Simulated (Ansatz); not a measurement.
Ansatz (a quantum-chemistry and plane-wave program) input (B3LYP-D3(BJ)/def2-TZVP):

Ansatz 0.2 input:
```yaml
crystal:
  periodic: [false, false, false]
  atoms:
    - {symbol: Se, position_ang: [0.00208421, -0.00319354, 0.02382433]}
    - {symbol: Br, position_ang: [1.12124453, -2.23010142, -0.18993152]}
    - {symbol: Br, position_ang: [-1.11679141, 2.22296968, 0.23624940]}
basis:
  gaussian:
    orbitals: def2-TZVP
hamiltonian:
  xc: b3lyp
  dispersion: d3bj
total_charge: -1
magnetization: {spin_polarized: true, initial_magnetization: 1}
relax: {f_tol: 0.002, max_steps: 150}
```

Output:

```
Functional definition: B3LYP
integrals: 0.10 GiB planned
1026 factors; integrals over basis functions are off by at most 2.7e-4 eV
mean field: 1.59 GiB planned
mean field evaluation 1: about -205447.0536 eV, gradient 1.7e1 eV
mean field evaluation 2: about -205446.4643 eV, gradient 1.9e1 eV
mean field evaluation 4: about -205447.8014 eV, gradient 4.1e-1 eV
mean field evaluation 8: about -205447.8443 eV, gradient 9.1e-2 eV
mean field evaluation 16: about -205447.8444 eV, gradient 2.5e-5 eV
mean field evaluation 32: about -205447.8431 eV, gradient 4.2e-1 eV
mean field -205447.84435196 eV, -7550.0690223839 hartree, gradient 5.6e-6 eV, S^2 0.752985; 2 other end points of the search recorded, 0 dependent functions left out
the calculation of the forces begins
reference -205447.84455513 eV, -7550.0690298504 hartree; 53, 52 occupied and 91, 92 virtual orbitals, 1026 factors
relax step   1: F+E_penalty+E_count = -205448.01497386 eV  Δ(F+E_penalty+E_count) = +0.000e0 eV  max|allowed force component| = 8.326e-1 eV/Å  Δτ_max = 0.0000 Å  (308 SCF iters, accepted)
these checks for a lower state are left out or cut short: starts, cluster_reference, orbital_swaps, neighbouring_geometries, increment
integrals: 0.10 GiB planned
1026 factors; integrals over basis functions are off by at most 3.9e-4 eV
mean field: 1.59 GiB planned
mean field evaluation 64: about -205447.9068 eV, gradient 9.5e-2 eV
mean field -205447.94020018 eV, -7550.0725447412 hartree, gradient 3.4e-6 eV, S^2 0.753152; 0 other end points of the search recorded, 0 dependent functions left out
the calculation of the forces begins
reference -205447.94040720 eV, -7550.0725523490 hartree; 53, 52 occupied and 91, 92 virtual orbitals, 1026 factors
relax step   2: F+E_penalty+E_count = -205448.10526525 eV  Δ(F+E_penalty+E_count) = -9.029e-2 eV  max|allowed force component| = 1.519e-1 eV/Å  Δτ_max = 0.1356 Å  (199 SCF iters, accepted)
these checks for a lower state are left out or cut short: starts, cluster_reference, orbital_swaps, neighbouring_geometries, increment
integrals: 0.10 GiB planned
1026 factors; integrals over basis functions are off by at most 3.7e-4 eV
mean field: 1.60 GiB planned
mean field evaluation 96: about -205447.9437 eV, gradient 1.1e-5 eV
mean field -205447.94373601 eV, -7550.0726746806 hartree, gradient 5.0e-6 eV, S^2 0.753114; 0 other end points of the search recorded, 0 dependent functions left out
the calculation of the forces begins
reference -205447.94394244 eV, -7550.0726822667 hartree; 53, 52 occupied and 91, 92 virtual orbitals, 1026 factors
relax step   3: F+E_penalty+E_count = -205448.10961853 eV  Δ(F+E_penalty+E_count) = -4.353e-3 eV  max|allowed force component| = 3.227e-2 eV/Å  Δτ_max = 0.0209 Å  (201 SCF iters, accepted)
these checks for a lower state are left out or cut short: starts, cluster_reference, orbital_swaps, neighbouring_geometries, increment
integrals: 0.10 GiB planned
1026 factors; integrals over basis functions are off by at most 3.7e-4 eV
mean field: 1.60 GiB planned
mean field evaluation 128: about -205447.9437 eV, gradient 2.7e-8 eV
mean field -205447.94373091 eV, -7550.0726744930 hartree, gradient 2.7e-8 eV, S^2 0.753106; 0 other end points of the search recorded, 0 dependent functions left out
the calculation of the forces begins
reference -205447.94393720 eV, -7550.0726820739 hartree; 53, 52 occupied and 91, 92 virtual orbitals, 1026 factors
relax step   4: F+E_penalty+E_count = -205448.10980974 eV  Δ(F+E_penalty+E_count) = -1.912e-4 eV  max|allowed force component| = 2.169e-3 eV/Å  Δτ_max = 0.0050 Å  (211 SCF iters, accepted)
these checks for a lower state are left out or cut short: starts, cluster_reference, orbital_swaps, neighbouring_geometries, increment
integrals: 0.10 GiB planned
1026 factors; integrals over basis functions are off by at most 3.7e-4 eV
mean field: 1.60 GiB planned
mean field -205447.94371819 eV, -7550.0726740257 hartree, gradient 4.1e-6 eV, S^2 0.753105; 0 other end points of the search recorded, 0 dependent functions left out
the calculation of the forces begins
reference -205447.94392447 eV, -7550.0726816062 hartree; 53, 52 occupied and 91, 92 virtual orbitals, 1026 factors
relax step   5: F+E_penalty+E_count = -205448.10981073 eV  Δ(F+E_penalty+E_count) = -9.866e-7 eV  max|allowed force component| = 5.570e-4 eV/Å  Δτ_max = 0.0004 Å  (99 SCF iters, accepted)
these checks for a lower state are left out or cut short: starts, cluster_reference, orbital_swaps, neighbouring_geometries, increment
integrals: 0.10 GiB planned
1026 factors; integrals over basis functions are off by at most 3.7e-4 eV
mean field: 1.60 GiB planned
mean field -205447.94371648 eV, -7550.0726739626 hartree, gradient 1.3e-10 eV, S^2 0.753105; 0 other end points of the search recorded, 0 dependent functions left out
the calculation of the forces begins
reference -205447.94392275 eV, -7550.0726815430 hartree; 53, 52 occupied and 91, 92 virtual orbitals, 1026 factors
relax step   6: F+E_penalty+E_count = -205448.10981285 eV  Δ(F+E_penalty+E_count) = -2.121e-6 eV  max|allowed force component| = 1.255e-3 eV/Å  Δτ_max = 0.0016 Å  (170 SCF iters, accepted)
these checks for a lower state are left out or cut short: starts, cluster_reference, orbital_swaps, neighbouring_geometries, increment
integrals: 0.10 GiB planned
1026 factors; integrals over basis functions are off by at most 3.7e-4 eV
mean field: 1.60 GiB planned
mean field evaluation 160: about -205447.9437 eV, gradient 2.3e-5 eV
mean field -205447.94372137 eV, -7550.0726741424 hartree, gradient 7.5e-6 eV, S^2 0.753105; 0 other end points of the search recorded, 0 dependent functions left out
the calculation of the forces begins
reference -205447.94392763 eV, -7550.0726817225 hartree; 53, 52 occupied and 91, 92 virtual orbitals, 1026 factors
relax step   7: F+E_penalty+E_count = -205448.10982275 eV  Δ(F+E_penalty+E_count) = -9.905e-6 eV  max|allowed force component| = 2.734e-3 eV/Å  Δτ_max = 0.0034 Å  (55 SCF iters, accepted)
these checks for a lower state are left out or cut short: starts, cluster_reference, orbital_swaps, neighbouring_geometries, increment
integrals: 0.10 GiB planned
1026 factors; integrals over basis functions are off by at most 3.7e-4 eV
mean field: 1.60 GiB planned
mean field -205447.94377234 eV, -7550.0726760156 hartree, gradient 2.5e-10 eV, S^2 0.753103; 0 other end points of the search recorded, 0 dependent functions left out
the calculation of the forces begins
reference -205447.94397854 eV, -7550.0726835931 hartree; 53, 52 occupied and 91, 92 virtual orbitals, 1026 factors
relax step   8: F+E_penalty+E_count = -205448.10990721 eV  Δ(F+E_penalty+E_count) = -8.446e-5 eV  max|allowed force component| = 7.862e-3 eV/Å  Δτ_max = 0.0115 Å  (103 SCF iters, accepted)
these checks for a lower state are left out or cut short: starts, cluster_reference, orbital_swaps, neighbouring_geometries, increment
integrals: 0.10 GiB planned
1026 factors; integrals over basis functions are off by at most 3.6e-4 eV
mean field: 1.60 GiB planned
mean field evaluation 192: about -205447.9462 eV, gradient 6.0e-6 eV
mean field -205447.94623528 eV, -7550.0727665270 hartree, gradient 1.5e-8 eV, S^2 0.753097; 0 other end points of the search recorded, 0 dependent functions left out
the calculation of the forces begins
reference -205447.94644107 eV, -7550.0727740897 hartree; 53, 52 occupied and 91, 92 virtual orbitals, 1026 factors
relax step   9: F+E_penalty+E_count = -205448.11260332 eV  Δ(F+E_penalty+E_count) = -2.696e-3 eV  max|allowed force component| = 4.032e-2 eV/Å  Δτ_max = 0.0785 Å  (106 SCF iters, accepted)
these checks for a lower state are left out or cut short: starts, cluster_reference, orbital_swaps, neighbouring_geometries, increment
integrals: 0.10 GiB planned
1026 factors; integrals over basis functions are off by at most 3.4e-4 eV
mean field: 1.58 GiB planned
mean field -205447.95756370 eV, -7550.0731828387 hartree, gradient 7.3e-6 eV, S^2 0.753100; 0 other end points of the search recorded, 0 dependent functions left out
the calculation of the forces begins
reference -205447.95777355 eV, -7550.0731905504 hartree; 53, 52 occupied and 91, 92 virtual orbitals, 1026 factors
relax step  10: F+E_penalty+E_count = -205448.12490784 eV  Δ(F+E_penalty+E_count) = -1.230e-2 eV  max|allowed force component| = 3.915e-2 eV/Å  Δτ_max = 0.1758 Å  (61 SCF iters, accepted)
these checks for a lower state are left out or cut short: starts, cluster_reference, orbital_swaps, neighbouring_geometries, increment
integrals: 0.10 GiB planned
1026 factors; integrals over basis functions are off by at most 3.2e-4 eV
mean field: 1.59 GiB planned
mean field -205447.95802374 eV, -7550.0731997450 hartree, gradient 1.1e-5 eV, S^2 0.753132; 0 other end points of the search recorded, 0 dependent functions left out
the calculation of the forces begins
reference -205447.95823240 eV, -7550.0732074129 hartree; 53, 52 occupied and 91, 92 virtual orbitals, 1026 factors
relax step  11: F+E_penalty+E_count = -205448.12622667 eV  Δ(F+E_penalty+E_count) = -1.319e-3 eV  max|allowed force component| = 2.798e-2 eV/Å  Δτ_max = 0.1016 Å  (55 SCF iters, accepted)
these checks for a lower state are left out or cut short: starts, cluster_reference, orbital_swaps, neighbouring_geometries, increment
integrals: 0.10 GiB planned
1026 factors; integrals over basis functions are off by at most 3.3e-4 eV
mean field: 1.59 GiB planned
mean field evaluation 224: about -205447.9193 eV, gradient 1.0e0 eV
mean field -205447.95900806 eV, -7550.0732359181 hartree, gradient 1.3e-5 eV, S^2 0.753120; 0 other end points of the search recorded, 0 dependent functions left out
the calculation of the forces begins
reference -205447.95921724 eV, -7550.0732436053 hartree; 53, 52 occupied and 91, 92 virtual orbitals, 1026 factors
relax step  12: F+E_penalty+E_count = -205448.12685338 eV  Δ(F+E_penalty+E_count) = -6.267e-4 eV  max|allowed force component| = 7.889e-3 eV/Å  Δτ_max = 0.0333 Å  (53 SCF iters, accepted)
these checks for a lower state are left out or cut short: starts, cluster_reference, orbital_swaps, neighbouring_geometries, increment
integrals: 0.10 GiB planned
1026 factors; integrals over basis functions are off by at most 3.3e-4 eV
mean field: 1.59 GiB planned
mean field -205447.95899007 eV, -7550.0732352569 hartree, gradient 9.6e-6 eV, S^2 0.753118; 0 other end points of the search recorded, 0 dependent functions left out
the calculation of the forces begins
reference -205447.95919925 eV, -7550.0732429440 hartree; 53, 52 occupied and 91, 92 virtual orbitals, 1026 factors
relax step  13: F+E_penalty+E_count = -205448.12686430 eV  Δ(F+E_penalty+E_count) = -1.092e-5 eV  max|allowed force component| = 2.361e-3 eV/Å  Δτ_max = 0.0011 Å  (36 SCF iters, accepted)
these checks for a lower state are left out or cut short: starts, cluster_reference, orbital_swaps, neighbouring_geometries, increment
integrals: 0.10 GiB planned
1026 factors; integrals over basis functions are off by at most 3.2e-4 eV
mean field: 1.59 GiB planned
mean field -205447.95897509 eV, -7550.0732347064 hartree, gradient 1.0e-5 eV, S^2 0.753118; 0 other end points of the search recorded, 0 dependent functions left out
the calculation of the forces begins
reference -205447.95918426 eV, -7550.0732423932 hartree; 53, 52 occupied and 91, 92 virtual orbitals, 1026 factors
relax step  14: F+E_penalty+E_count = -205448.12686530 eV  Δ(F+E_penalty+E_count) = -1.000e-6 eV  max|allowed force component| = 5.255e-5 eV/Å  Δτ_max = 0.0004 Å  (33 SCF iters, accepted)
integrals: 0.10 GiB planned
1026 factors; integrals over basis functions are off by at most 3.2e-4 eV
mean field: 1.59 GiB planned
mean field evaluation 256: about -205447.9237 eV, gradient 4.2e-1 eV
mean field evaluation 288: about -205447.8811 eV, gradient 3.2e-1 eV
mean field -205447.95897509 eV, -7550.0732347064 hartree, gradient 1.0e-5 eV, S^2 0.753118; 5 other end points of the search recorded, 0 dependent functions left out
the calculation of the forces begins
reference -205447.95918426 eV, -7550.0732423932 hartree; 53, 52 occupied and 91, 92 virtual orbitals, 1026 factors
Total energy: -205448.12707447 eV, -7550.0794122447 hartree
Atom 0 at     0.034387    -0.019566     0.360823 Å, force    -0.000025     0.000053     0.000024 eV/Å
Atom 1 at     1.125888    -2.263298    -0.362438 Å, force     0.000005    -0.000012    -0.000017 eV/Å
Atom 2 at    -1.153738     2.272538     0.071758 Å, force     0.000020    -0.000041    -0.000008 eV/Å
Dipole moment:     0.008026    -0.004041     0.083924 e Å
```
